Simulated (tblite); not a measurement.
Compound: C5H8NOP.
SMILES: `CN(C)c1cocp1`

Level: GFN2-xTB in tblite, geometry and Hessian alike; calculated harmonic values, unscaled, isolated species. Errors from tens to a few hundred cm⁻¹ against measured bands are possible.

Harmonic wavenumbers (cm⁻¹): 55.1, 137.7, 146.7, 167.9, 238.3, 298.2, 367.2, 421.4, 477.4, 523.2, 543.2, 674.1, 702.7, 713.0, 743.6, 928.0, 957.2, 1043.7, 1065.2, 1085.4, 1115.5, 1136.0, 1182.6, 1215.9, 1270.3, 1302.0, 1316.2, 1407.9, 1422.1, 1471.1, 1475.4, 1480.0, 1494.2, 1551.3, 2883.3, 2889.9, 2988.1, 3010.6, 3014.5, 3020.0, 3115.3, 3142.7.

A = 3323, B = 1433, C = 1019 MHz; mass 129.034 u (most abundant isotopes); point group C1, symmetry number 1.

Problem. Zero-point energy?

Solution. ½Σν̃ = 27097 cm⁻¹ = 324.15 kJ/mol.

Problem. What is S at 500 K and 1 bar for an ideal gas of classical rigid rotors and harmonic oscillators?

Solution. Translation 180.22, rotation 126.05, vibration 160.82: S = 467.1 J/(mol K).

Problem. And Cp and H(500 K) − H(0)?

Solution. Cp = 202.18 J/(mol K), of which vibrations give 168.92 (their classical limit is 42 R = 349.2); H(500 K) − H(0) = 59.48 kJ/mol without the zero-point energy, 42.85 from vibrations.

Problem. Which modes carry the vibrational entropy at 500 K?

Solution. 55.1 cm⁻¹: 23.64; 137.7 cm⁻¹: 16.07; 146.7 cm⁻¹: 15.55; 167.9 cm⁻¹: 14.44; 238.3 cm⁻¹: 11.61; 298.2 cm⁻¹: 9.84 J/(mol K); the other 36 give 69.68 together.

Problem. Blend soft modes into free rotors: weight 1/[1 + (100 cm⁻¹/ν̃)⁴] for the oscillator and the rest for a rotor with moment μB/(μ + B), μ = h/(8π²ν), B = 10⁻⁴⁴ kg m². What vibrational entropy results?

Solution. 152.80 J/(mol K) in place of 160.82, which changes −T·S at 500 K by +4.01 kJ/mol.

Hindered rotation and anharmonicity are outside this model. The structure is chiral; the term R ln 2 for an equal mix with its mirror image is left out.

The values belong to the conformer `[CH3:1][N:2]([CH3:3])[c:4]1[cH:5][o:6][cH:7][p:8]1`: C1–N2–C4–C5 -18°.
